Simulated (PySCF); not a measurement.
# HBr and its ions

r²SCAN0; PySCF, no relativity, basis sets H def2-TZVPPD, Br def2-TZVPPD. Neutral (UKS): singlet (closed shell), Re = 1.413 Å, ωe = 2712 cm⁻¹, De = 3.99 eV, HOMO -9.01 eV, LUMO -0.08 eV.

HBr⁺ (UKS): doublet (π ↑), Re = 1.447 Å, ωe = 2488 cm⁻¹, De = 4.12 eV to H + Br⁺. The energies at the minima are -2574.74099 hartree for HBr and -2574.30920 for HBr⁺.

Q: Work out the adiabatic ionisation energy, without and with harmonic zero-point energies (1 hartree = 27.2114 eV, 1 eV = 8065.5 cm⁻¹), and the change of the bond length.

A: At r²SCAN0: 0.43179 hartree = 11.750 eV between the minima; the zero-point term (2488.0 − 2712.0)/2 cm⁻¹ = -0.014 eV makes it 11.736 eV. Re changes by +3.4 pm against the neutral. Minus the HOMO energy is 9.01 eV, -2.74 eV from the value between the minima; self-interaction puts the Kohn–Sham level too high, less so with exact exchange. The electron leaves a π orbital, which is non-bonding in a hydride.

Spin–orbit coupling is left out. For an ion De counts to the pair picked by the measured ionisation energies or electron affinities, which need not be the lowest pair at this level. States were picked by a PBE0 search and need not be the measured ground states.
